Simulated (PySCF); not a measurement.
PySCF 2.14 output of an unrestricted CAM-B3LYP calculation on a single atom or ion in aug-cc-pVTZ-PP with one added diffuse shell each of s, d, f type with ECP10MDF (7s5p5d3f, 68 functions), with a scalar-relativistic core potential:

```
SCF conv_tol = 1e-09
number electrons alpha = 14  beta = 10
    T. Yanai, D. P. Tew, and N. C. Handy.,  Chem. Phys. Lett. 393, 51 (2004)
cycle= 1 E= -372.409617192012  delta_E= -0.00966  |g|= 0.0572  |ddm|= 0.352
cycle= 2 E= -372.410114207278  delta_E= -0.000497  |g|= 0.0294  |ddm|= 0.102
cycle= 3 E= -372.410260503432  delta_E= -0.000146  |g|= 0.00223  |ddm|= 0.023
cycle= 4 E= -372.410266530365  delta_E= -6.03e-06  |g|= 0.000605  |ddm|= 0.0104
cycle= 5 E= -372.410267019985  delta_E= -4.9e-07  |g|= 0.000103  |ddm|= 0.00261
cycle= 6 E= -372.410267085019  delta_E= -6.5e-08  |g|= 2.92e-05  |ddm|= 0.00112
cycle= 7 E= -372.410267090609  delta_E= -5.59e-09  |g|= 2.26e-06  |ddm|= 0.000426
cycle= 8 E= -372.410267090629  delta_E= -1.97e-11  |g|= 1.63e-07  |ddm|= 2.32e-05
converged SCF energy = -372.410267090629  <S^2> = 6.0040296  2S+1 = 5.0016116
```

The run itself started from symmetry-adapted Hartree-Fock orbitals and held the occupation by maximum overlap, on a logarithmic radial grid, so the iterations belong to that start.

Which element, charge and spin multiplicity is this?

Se (selenium, neutral), multiplicity 5; the state was [Ar] 3d10 4s1 4p4 4d1, one real determinant (an excited configuration).

⟨L²⟩ = 8.02 against 12 for a pure F term, so this real determinant mixes terms. Energies and moments cover only the electrons outside the core potential. The outer electron is Rydberg-like, and this basis confines it to a smaller radius and binds it less than a complete one would.
